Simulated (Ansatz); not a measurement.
Computed with Ansatz on PBE0-D4/def2-TZVP structures; ΔE is electronic, products minus reactants. CCSD(T)/CBS adds triple-zeta CCSD(T) − MP2 to the extrapolated MP2 energy (def2 sets, frozen cores). This one scheme is used for every species. Functionals use def2-TZVPP. One conformer a species, not always the lowest.

Consider the formal exchange of groups at the Si–O bond: `C[SiH](O)F` + `FCCl` → `C[Si@H](F)[C@@H](F)Cl` + H₂O.

`C[SiH](O)F`:

Cartesian coordinates in Å:
```
C -0.328 -0.553 -0.960
Si 0.241 0.654 0.323
O -0.154 0.207 1.845
F 1.832 0.770 0.190
H -0.046 -0.211 -1.959
H -1.415 -0.663 -0.931
H 0.120 -1.538 -0.806
H -0.321 2.009 0.155
H 0.071 -0.674 2.144
```

`FCCl`:

```xyz
5

F     1.081    0.434    0.697
C    -0.046    0.126    0.013
Cl   -0.029   -1.570   -0.479
H    -0.096    0.734   -0.890
H    -0.911    0.276    0.659
```

`C[Si@H](F)[C@@H](F)Cl`:

```xyz
11

C     0.714   -1.391   -0.182
Si   -0.007    0.204   -0.762
F     1.117    1.157   -1.381
C    -0.780    1.163    0.692
F    -1.825    0.431    1.202
Cl    0.433    1.422    1.968
H     1.495   -1.217    0.560
H     1.141   -1.949   -1.018
H    -0.066   -2.005    0.276
H    -1.064    0.030   -1.788
H    -1.158    2.154    0.434
```

H₂O:

```xyz
3

O    -0.330   -0.104   -0.178
H    -0.213    0.120    0.747
H     0.542   -0.016   -0.569
```

```csv
level,ΔE (kJ/mol),difference from CCSD(T)/CBS
PBE-D4,116.2,-9.8
ωB97X-V,127.8,1.8
B2PLYP,135.7,9.7
PBE,122.1,-3.9
PBE0,128.0,2.0
CCSD/def2-TZVPP,133.3,7.3
SCS-MP2/def2-QZVPP,133.2,7.2
HF/CBS(def2),155.6,29.6
MP2/CBS(def2),127.6,1.6
CCSD/CBS(def2),129.7,3.7
CCSD(T)/CBS,126.0,0
```

Largest T1 diagnostic among the species: 0.011.

From PBE to PBE0 (25 % exact exchange), in def2-TZVPP and without D4, ΔE moves by +5.9 kJ/mol. The D4 term adds −9.4 kJ/mol with B3LYP and −5.4 kJ/mol with PBE0; it sums over pairs of atoms, weighted by their polarisabilities, and B3LYP, whose exchange is more repulsive, gets the larger term.

B3LYP here is the variant with VWN-RPA as its local correlation; programs differ in this.
